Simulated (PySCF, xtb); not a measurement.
Ge(H)2(Br)(Me) (CH5BrGe), SMILES [CH3][GeH2][Br].

Harmonic wavenumbers (cm⁻¹) from GFN2-xTB in xtb 6.7.1 at its own minimum, in rising order: 116, 134, 294, 398, 582, 590, 659, 793, 812, 822, 1326, 1445, 1446, 1885, 1945, 2999, 3001, 3025.

Question: What does PySCF with PBE0-D3(BJ)/def2-SVP give at its own minimum? (The exact figures need the calculation; the answer reports its results.)

Answer: 133, 147, 303, 446, 617, 619, 701, 846, 861, 877, 1256, 1425, 1432, 2165, 2170, 3069, 3182, 3195. Paired by order, the mean absolute difference is 77 cm⁻¹ and the zero-point energies are 31.8 and 33.5 kcal/mol.
